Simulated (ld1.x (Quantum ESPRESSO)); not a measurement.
## Which change was made? (Si, RRKJ)

Si (Z = 14), norm-conserving RRKJ (Kleinman–Bylander form), made with ld1.x (Quantum ESPRESSO) 7.5 (LDA (PZ), scalar-relativistic). Core [Ne], reference 3s2 3p1 (charge +1). Waves: 3p (bound): rc 2.20 bohr; 3d channel at -0.1 Ry: rc 1.85 bohr; 3s (bound): rc 1.55 bohr. Local part: the s channel. Core correction: a·sin(br)/r model core inside 1.40 bohr.

Cutoffs, loose and tight: the cutoffs (Ry, on a coarse ladder) from which the occupation-weighted sum of valence levels, in a spherical-Bessel basis at the reference potential, stays within 10 and 1 mRy of its value at 400 Ry. They do not see the model core or the augmentation charge, which bear on the density cutoff. Test errors are all-electron minus pseudo excitation energies from the reference, over the configurations 3s2 3p2; 3s2 3p0; 3s1 3p0; 3s0 3p4; 3s2 3p2.3; 3s1 3p2; 3s2 3p1.5 (two spin-polarised tests are not counted in the largest error); variants that change the core or the reference have their own tests. The largest error is taken over the tests solved by every variant that gives reliable tests at all, those not shown here included: 3s0 3p4; 3s1 3p0; 3s1 3p2; 3s2 3p0; 3s2 3p1.5; 3s2 3p2; 3s2 3p2.3.

The base gives: outcome: generated; cutoff, loose: 21 Ry; cutoff, tight: 40 Ry; bound ghosts: none; largest test error (meV): +79.

Task: After one change the result is: outcome: generated; cutoff, loose: 260 Ry; cutoff, tight: 300 Ry; bound ghosts: s (extra level of the local part); largest test error (meV): +477. Which change was it?
A. core correction a·sin(br)/r model core inside 1.72 bohr
B. wave 3s (bound): rc 1.55 bohr becomes 3s (bound): rc 0.96 bohr
C. functional PBE
D. all radii but the core radius scaled by about 1.22 (s 1.90, p 2.70, d 2.26 bohr)

Result: B. The others give: functional PBE → outcome: generated; cutoff, loose: 18 Ry; cutoff, tight: 40 Ry; bound ghosts: none; largest test error (meV): +63 | all radii but the core radius scaled by about 1.22 (s 1.90, p 2.70, d 2.26 bohr) → outcome: generated; cutoff, loose: 15 Ry; cutoff, tight: 35 Ry; bound ghosts: none; largest test error (meV): +76 | core correction a·sin(br)/r model core inside 1.72 bohr → outcome: generated; cutoff, loose: 21 Ry; cutoff, tight: 40 Ry; bound ghosts: none; largest test error (meV): +136.
